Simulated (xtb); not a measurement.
xtb input:

```bash
xtb mol.xyz --gfn 2 --sp --chrg -1 --uhf 0
```
mol.xyz:
```
6

S      0.08993919     0.00028549    -0.00039191
H     -1.22735214    -0.00389597     0.00534821
H     -0.05803831     1.64023734     0.02031799
H     -0.04779913    -1.64057330    -0.01985680
H     -0.04570696    -0.02023278     1.64062832
H     -0.06013048     0.01989682    -1.64016714
```

**Question.** Which total energy does the run end on?

**Answer.** -5.81154 Eh (GFN2-xTB).

Whether it binds its extra electron was not tested at this geometry.
